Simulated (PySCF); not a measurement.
# Electron correlation in Al³⁺ (aluminium, charge +3)

[Ne], closed-shell 1S. All numbers are calculated (PySCF 2.14, scalar relativity by spin-free X2C-1e, in ANO-RCC-VTZP (5s4p2d1f, 34 functions)). Frozen: 1s2; 8 electrons correlated.

```csv
level,correlation energy (mhartree)
CCSD,-202.57
(T),-0.33
CCSD(T),-202.90
CCSDT,-202.91
```

Diagnostics: T1 = 0.0018, D1 = 0.0030, largest double amplitude 0.018.

Question: Is a single reference adequate?

Answer: Yes: T1 lies below 0.03 and no double amplitude reaches 0.07.
